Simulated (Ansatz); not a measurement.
# Molecular dynamics of CH₆BClFP

The input (input.yaml):

```yaml
crystal:
  periodic: [false, false, false]
  atoms:
    - { symbol: B, position_ang: [-0.08868, 0.295549, -0.074102] }
    - { symbol: F, position_ang: [-0.134993, -0.368256, 1.409865] }
    - { symbol: C, position_ang: [1.342072, 0.086126, -0.6892] }
    - { symbol: H, position_ang: [1.517376, -0.994608, -0.830619] }
    - { symbol: H, position_ang: [1.424978, 0.567366, -1.675872] }
    - { symbol: H, position_ang: [2.14753, 0.475452, -0.045392] }
    - { symbol: Cl, position_ang: [-1.554184, -0.265497, -0.9617] }
    - { symbol: P, position_ang: [-0.406254, 2.282203, 0.485604] }
    - { symbol: H, position_ang: [-1.613001, 2.319847, 1.240394] }
    - { symbol: H, position_ang: [0.496639, 2.604608, 1.54288] }
    - { symbol: H, position_ang: [-0.318183, 0.782511, 1.441643] }
basis:
  gaussian: { orbitals: def2-SVP }
hamiltonian:
  xc: b3lyp
  dispersion: d4
md:
  timestep: 0.5
  n_steps: 200
  ensemble: nve
  temperature: 300.0
  initial_velocities: maxwell_boltzmann
  seed: 11224
```

Run as:

```bash
$ ansatz run input.yaml --threads 4 --pin off --max-ram 5120MiB --backend cpu --events-out ev --progress --plain --runs-dir out
```

It starts at the highest image of a converged band, a first-order saddle point between two minima.

Output, in part (step lines, the closing report, with atoms numbered from 0):

```
md step     0: t =     0.00 fs  T =   300.0 K  F+E_penalty+E_count = -26331.23163492 eV  E_kin = 0.349002 eV  conserved = -26330.88263293 eV  (26 SCF iters)
[... lines left out ...]
Total energy: -26332.93857235 eV, -967.7176434269 hartree
Atom 0 at     0.037982    -0.853177    -0.082790 Å, force     1.230470     0.882123    -3.023865 eV/Å
Atom 1 at    -0.019456    -1.678724     0.874151 Å, force    -0.775448    -1.485164     2.511943 eV/Å
Atom 2 at     1.491578    -0.638024    -0.734996 Å, force    -1.167485     2.621170    -0.952973 eV/Å
Atom 3 at     2.243363    -1.301122    -0.390880 Å, force     0.748530    -1.235220     0.609652 eV/Å
Atom 4 at     1.369922    -0.748998    -1.847344 Å, force     0.235988     0.142180     0.636294 eV/Å
Atom 5 at     1.953402     0.400777    -0.561568 Å, force    -0.809492    -0.986731    -0.287966 eV/Å
Atom 6 at    -1.487598    -0.359528    -0.906885 Å, force     0.533534     0.118173     0.524503 eV/Å
Atom 7 at    -0.627548     3.819863     0.851844 Å, force     0.040913    -0.361558     0.715442 eV/Å
Atom 8 at    -1.530792     3.020968     1.635649 Å, force     0.189065     0.235574     0.338350 eV/Å
Atom 9 at     0.166535     2.662576     0.610519 Å, force     0.367007    -0.037168     0.106480 eV/Å
Atom 10 at    -1.406310     3.425916    -0.219116 Å, force    -0.593082     0.106620    -1.177861 eV/Å
Dipole moment:     0.205885    -0.057919    -0.062806 e Å
```

The steps, from the saved trajectory:

```csv
time (fs),T (K),potential energy less start (eV),conserved less start (meV/atom)
0,300,0.000,0.00
3,168,0.156,0.25
6,238,0.073,0.12
9,282,0.023,0.20
12,464,-0.190,0.07
15,629,-0.381,0.07
18,765,-0.540,0.14
21,958,-0.764,0.11
24,1222,-1.070,0.21
27,1659,-1.582,-0.01
30,1739,-1.673,0.11
33,1711,-1.641,0.06
36,1692,-1.617,0.19
39,1805,-1.750,0.09
42,1833,-1.782,0.13
45,1833,-1.782,0.05
48,1696,-1.623,0.10
51,1738,-1.671,0.16
54,1863,-1.818,0.07
57,1814,-1.759,0.20
60,1814,-1.761,0.04
63,1728,-1.659,0.20
66,1961,-1.933,-0.01
69,1950,-1.918,0.11
72,1924,-1.888,0.13
75,1874,-1.830,0.10
78,1807,-1.752,0.17
81,1895,-1.856,-0.01
84,1717,-1.646,0.23
87,1771,-1.710,0.02
90,1654,-1.573,0.19
93,1713,-1.642,0.11
96,1796,-1.739,0.07
99,1771,-1.709,0.16
```

All steps were run. The conserved energy stayed within 0.28 meV per atom of its start (net change 0.2 meV per atom), so the integration is sound. The kinetic energy rose, since the run started high on the potential surface and went downhill. It ends in pieces (CH3BClF + H3P), so much of that is their flight and rotation, not heat. A run of 0.1 ps of so small a system gives no equilibrium averages. The orbitals stay closed-shell, which can raise the energy where a bond breaks towards radicals; this wasn't checked here.

Between its relaxed ends the band would form B1–P8, F2–H11 and break B1–F2, P8–H11. These pairs go: B1–P8 2.09 → 4.81 Å, F2–H11 1.17 → 5.40 Å, B1–F2 1.63 → 1.27 Å, P8–H11 1.78 → 1.38 Å. In the last frame they stand as before the step (other bonds may differ from the relaxed reactants and products). It ends as CH3BClF + H3P. Pairs count as bonded within 1.25 times the sum of covalent radii (0.12 Å more for H–H).

Last frame:

```xyz
11
Properties=species:S:1:pos:R:3
B 0.038 -0.853 -0.083
F -0.019 -1.679 0.874
C 1.492 -0.638 -0.735
H 2.243 -1.301 -0.391
H 1.370 -0.749 -1.847
H 1.953 0.401 -0.562
Cl -1.488 -0.359 -0.907
P -0.627 3.820 0.852
H -1.531 3.021 1.636
H 0.167 2.663 0.611
H -1.406 3.426 -0.219
```

The run took 5.6 min on 4 threads of Arm Neoverse V1, with other jobs on the host, peak memory 0.25 GiB.
